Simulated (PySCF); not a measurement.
W(OH)3(H)3 (H6O3W), SMILES [OH][WH3]([OH])[OH], multiplicity 1.

Geometry: B3LYP-D3(BJ)/def2-SVP. The spin state was assumed, not searched. The structure was generated by enumeration; whether it is a known compound was not checked. The def2 effective core potentials stand for the cores of W; spin–orbit coupling is left out. One conformer was computed; it need not be the lowest.

Level of theory: M06-2X/def2-TZVP (PySCF).

Symmetry labels are those of the subgroup Cs that the program uses (full group C3v).

Task: List the valence orbital energies around the gap with their symmetry. (An estimate is asked for; the answer gives what the named calculation found.)

Result: 
```
orbital  symmetry  energy (eV)
-------  --------  -----------
HOMO−7         A'       -12.80
HOMO−6         A"       -12.80
HOMO−5         A'       -11.93
HOMO−4         A"       -11.43
HOMO−3         A'       -11.43
HOMO−2         A"       -11.07
HOMO−1         A"        -9.23
HOMO           A'        -9.23
LUMO           A'        -0.46
LUMO+1         A'         0.01
LUMO+2         A"         0.01
LUMO+3         A'         0.68
```
